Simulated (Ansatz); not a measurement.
Reaction (formal exchange of groups at a B–C bond): `O=C[BH][GeH3]` + BH₃ → `B[BH][GeH3]` + `C=O`

Computed with Ansatz on PBE0-D4/def2-TZVP structures; ΔE is electronic, products minus reactants. CCSD(T)/CBS is the MP2 limit (def2-TZVPP, def2-QZVPP) plus CCSD(T) − MP2 in def2-TZVPP, frozen cores. This one scheme is used for every species. Functionals use def2-TZVPP. HSE06 is defined as in plane-wave codes. For Ge outer-core shells are correlated without core-valence functions, which leaves a few kJ/mol of doubt a bond. Scalar relativity is left out up to krypton. One conformer a species, not always the lowest.

```
         level  ΔE (kJ/mol)
          PBE0        -23.5
         HSE06        -23.4
MP2/def2-QZVPP         -9.7
  HF/CBS(def2)        -21.7
```

Question: What does CCSD(T)/CBS give? (An estimate is asked.)

Answer: Ansatz gave: -14.6 kJ/mol. The listed levels differ from it by -8.9, -8.8, 4.9, -7.1 kJ/mol.

Largest T1 diagnostic among the species: 0.018.

From BLYP to BHLYP (50 % exact exchange), in def2-TZVPP and without D4, ΔE moves by −4.6 kJ/mol. Leaving LDA and LC-ωPBE aside and taking each functional with its dispersion term where it has one, the values, not all of them listed here, spread over 13.7 kJ/mol, from B97M-V to B2PLYP. In def2-TZVPP, CCSD(T) changes the Hartree–Fock value by +7.5 kJ/mol (the triples alone add +4.1 kJ/mol) and MP2 by +12.2 kJ/mol.
